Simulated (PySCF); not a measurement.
Compound: cis-Sn(PH3)2F4.
Bonds: Sn1–P2, Sn1–F6, Sn1–P7, Sn1–F11, Sn1–F12, Sn1–F13. Hydrogens: H3, H4, H5 on P2; H8, H9, H10 on P7.

Computed, not measured: PySCF 2.14.0, PBE0-D3(BJ)/def2-SVP geometry optimisation, gas phase, def2 core potentials past Kr.

How far are the bound atoms from Sn1?

6 atoms: F6 1.932 Å, F11 1.934 Å, F13 1.947 Å, F12 1.953 Å, P7 2.755 Å, P2 2.759 Å. The nearest atom not counted as bound is H10, at 3.53 Å.

List the angles at Sn1.

```
      angle  degrees  distance of the outer atoms (Å)
  P2–Sn1–F6    178.8                             4.69
 P7–Sn1–F11    175.5                             4.69
F12–Sn1–F13    146.2                             3.73
 F6–Sn1–F11    102.0                             3.00
 F6–Sn1–F12    100.8                             2.99
F11–Sn1–F13    100.8                             2.99
 F6–Sn1–F13    100.4                             2.98
F11–Sn1–F12    100.2                             2.98
  P2–Sn1–P7     99.1                             4.20
 P7–Sn1–F13     82.0                             3.14
  F6–Sn1–P7     80.8                             3.10
 P2–Sn1–F12     80.3                             3.10
 P2–Sn1–F13     78.4                             3.04
 P2–Sn1–F11     78.2                             3.03
 P7–Sn1–F12     75.7                             2.96
```

Describe the arrangement about Sn1 in numbers.

The three widest angles are 178.8°, 175.5° and 146.2°, the others run from 75.7° to 102.0°. The Sn–F distances aren't all alike: 1.932 to 1.953 Å.

What are the other bond lengths?

P2–H3 and 5 like bonds 1.416 Å.

What are the rotational constants (commonest isotopes, rigid rotor)?

A = 1270, B = 937.8, C = 761.9 MHz: an asymmetric top.

Point group: near C2, missed by 0.13 Å at most; the miss may be what the optimiser left on a soft mode. Charge 0, singlet. No frequency check.
